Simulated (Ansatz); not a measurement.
Computed with Ansatz on PBE0-D4/def2-TZVP structures; ΔE is electronic, products minus reactants. CCSD(T)/CBS is the MP2 limit (def2-TZVPP, def2-QZVPP) plus CCSD(T) − MP2 in def2-TZVPP, frozen cores. This one scheme is used for every species. DFT in def2-TZVPP. B3LYP here is the variant with VWN-RPA as its local correlation; programs differ in this. One conformer a species, not always the lowest.

Consider the cleavage of the B–Si bond: `C[SiH2]B(O)O` + `CCS` → `CCSB(O)O` + `C[SiH3]`.

| level | ΔE (kJ/mol) | difference from CCSD(T)/CBS |
| --- | --- | --- |
| PBE-D4 | -85.7 | 8.5 |
| r2SCAN-D4 | -95.6 | -1.4 |
| PBE0-D4 | -90.9 | 3.3 |
| B3LYP-D4 | -93.7 | 0.5 |
| ωB97X-V | -93.1 | 1.1 |
| ωB97M-V | -95.7 | -1.5 |
| B2PLYP | -95.2 | -1.0 |
| PBE | -83.6 | 10.6 |
| r2SCAN | -95.1 | -0.9 |
| PBE0 | -89.2 | 5.0 |
| B3LYP | -90.3 | 3.9 |
| HF/def2-TZVPP | -102.4 | -8.2 |
| MP2/def2-TZVPP | -102.5 | -8.3 |
| SCS-MP2/def2-TZVPP | -99.5 | -5.3 |
| CCSD/def2-TZVPP | -94.2 | 0.0 |
| CCSD(T)/def2-TZVPP | -94.3 | -0.1 |
| HF/def2-QZVPP | -101.6 | -7.4 |
| MP2/def2-QZVPP | -102.2 | -8.0 |
| SCS-MP2/def2-QZVPP | -99.2 | -5.0 |
| HF/CBS(def2) | -101.5 | -7.3 |
| MP2/CBS(def2) | -102.4 | -8.2 |
| CCSD/CBS(def2) | -94.0 | 0.2 |
| CCSD(T)/CBS | -94.2 | 0 |

Largest T1 diagnostic among the species: 0.013.

From PBE to PBE0 (25 % exact exchange), in def2-TZVPP and without D4, ΔE moves by −5.5 kJ/mol. The D4 term adds −3.4 kJ/mol with B3LYP and −1.7 kJ/mol with PBE0; it sums over pairs of atoms, weighted by their polarisabilities, and B3LYP, whose exchange is more repulsive, gets the larger term.
